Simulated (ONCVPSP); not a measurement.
**What one change does to a pseudopotential (Mn, ONCV)**

* Element: manganese (Mn)
* Generator: ONCVPSP 4.0.1
* Type: optimised norm-conserving Vanderbilt (ONCV)
* Functional: PBEsol
* Relativity: scalar-relativistic
* Frozen core: [Ar]
* Valence charge: 7
* Reference configuration: 3d5 4s0.5 (charge +1.5)
* Partial waves: 4s: rc 2.55 bohr, ncon 3, nbas 6, qcut 3 1/bohr, 1 projector; p scattering state at 0.45 Ha: rc 2.00 bohr, ncon 3, nbas 6, qcut 5 1/bohr, 1 projector; 3d: rc 1.60 bohr, ncon 3, nbas 7, qcut 8.4 1/bohr, 2 projectors, debl 2.6 Ha
* Local potential: polynomial inside 1.40 bohr (lpopt 3, dvloc0 3 Ha)
* Core correction: Teter function, fcfact 4, rcfact 1.4

In the p channel the program set the typed energies aside and used 0.050 Ha.

Change: functional PBE.

Cutoffs: the cutoffs (Ha) at which the residual kinetic energy of the hardest occupied pseudo-wave falls to 1 and 0.1 mHa per electron; they do not see the model core or the augmentation charge, which bear on the density cutoff. Errors are all-electron minus pseudo energies relative to the spin-unpolarised reference configuration.

Q: How do hardness, ghosts and transferability respond?

A: The potential gets neither clearly harder nor softer (30 Ha and 35 Ha → 30 Ha and 35 Ha); of the 4 tests that both files solve, the error grows in 2 and shrinks in 2 by more than 15 % and 0.3 meV (median size 12.1 → 10.1 meV); neither file shows a bound ghost.

```tsv
quantity	base	changed
cutoff, loose	30 Ha	30 Ha
cutoff, tight	35 Ha	35 Ha
bound ghosts	none	none
GHOST(+) flags under 300 eV	none	none
error for 3d5 4s2, meV [ΔE -15.27 eV]	-19	-26
error for 3d5 4s1, meV [ΔE -6.84 → -6.85 eV]	-8.2	-6.0
error for 3d5 4s0, meV [ΔE 8.67 → 8.75 eV]	-15	-8.0
error for 3d5.5 4s1.5, meV [ΔE -15.76 eV]	-9.6	-12
s: phases at 2.59 bohr within 0.05 rad from the reference energy up to (Ha; the scan ends near 5)	0.1	0.1
p: phases at 2.03 bohr within 0.05 rad from the reference energy up to (Ha; the scan ends near 5)	0.8	0.8
d: phases at 1.63 bohr within 0.05 rad from the reference energy up to (Ha; the scan ends near 5)	to the end of the scan	to the end of the scan
rms error of d²Exc/dni dnj with the model core, mHa	7.48	7.45
```
